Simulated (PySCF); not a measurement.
# C₆ coefficients of unlike pairs at MN15

Calculated with PySCF 2.14 from the dipole response of each species, C₆(A,B) = (3/π) ∫ α_A(iu) α_B(iu) du, in atomic units, from isotropic polarisabilities. For ions this is the dispersion term alone; charge-induced terms of lower order in 1/R come first.

```tsv
species	configuration	basis	relativity	α (bohr³)	C₆ (like pair)
Bi	[Xe] 4f14 5d10 6s2 6p3 (4S)	aug-cc-pV5Z-PP with ECP60MDF (8s8p6d4f3g2h)	core potential	50.95	601.4
S³⁺	[Ne] 3s2 3p1 (2P)	aug-cc-pwCVTZ (8s7p5d3f)	none	5.425	13.82
Be⁺	[He] 2s1 (2S)	aug-cc-pVTZ-DK (5s4p3d2f)	spin-free X2C	18.79	39.47
Cl³⁺	[Ne] 3s2 3p2 (3P)	aug-cc-pV(5+d)Z (8s7p6d4f3g2h)	none	4.437	11.51
```

Problem. Estimate C₆ for Be⁺ with Bi.

Solution. The integral gives 144.5. The combination rule 2 C_A C_B / (C_A α_B/α_A + C_B α_A/α_B) gives 144.4 and the geometric mean 154.1.

No spin-orbit coupling is included, so Bi, close to jj coupling, stand for model states.

The other pairs:

```csv
pair,C₆
"Be⁺, S³⁺",19.05
"Cl³⁺, S³⁺",12.54
"Cl³⁺, Bi",77.69
"Cl³⁺, Be⁺",16.34
"S³⁺, Bi",87.72
```
